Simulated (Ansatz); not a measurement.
One change: `[Br][SnH2][Br]` becomes `[OH][SnH]([Br])[Br]`.

Ansatz, PBE0-D4/def2-TZVP geometries, multiplicity 1. Each molecule was computed in one conformer, which needn't be the lowest.

Elements past krypton have def2 core potentials. Scalar relativity is left out up to krypton.

| property | `[Br][SnH2][Br]` |
| --- | --- |
| HOMO–LUMO gap (ωB97M-V/def2-TZVPP) / eV | 10.80 |
| HOMO–LUMO gap (B3LYP/def2-TZVPP) / eV | 6.17 |
| HOMO energy (B3LYP/def2-TZVPP) / eV | -8.20 |
| HOMO energy (PBE0/def2-TZVPP) / eV | -8.46 |
| LUMO energy (B3LYP/def2-TZVPP) / eV | -2.03 |
| LUMO energy (ωB97M-V/def2-TZVPP) / eV | 0.15 |

(1) Give the same properties after the change, and the shifts. (Estimate.)

Results:

(1) The calculation gave: 
```tsv
property	`[OH][SnH]([Br])[Br]`	shift
HOMO–LUMO gap (ωB97M-V/def2-TZVPP) / eV	10.66	-0.14
HOMO–LUMO gap (B3LYP/def2-TZVPP) / eV	5.92	-0.25
HOMO energy (B3LYP/def2-TZVPP) / eV	-8.33	-0.13
HOMO energy (PBE0/def2-TZVPP) / eV	-8.61	-0.15
LUMO energy (B3LYP/def2-TZVPP) / eV	-2.41	-0.38
LUMO energy (ωB97M-V/def2-TZVPP) / eV	-0.15	-0.30
```

With PBE0 the HOMO falls by 0.15 eV and the LUMO falls by 0.37 eV, so the gap narrows by about 0.22 eV. PBE moves the HOMO by -0.10 eV and ωB97M-V by -0.16 eV. The zero-point energy changes by 16.6 kJ/mol with +3 modes.

B3LYP here is the variant with VWN-RPA as its local correlation; programs differ in this.

Spin–orbit coupling is left out; it splits and shifts lone-pair levels of the heavy atoms by tenths of an eV.
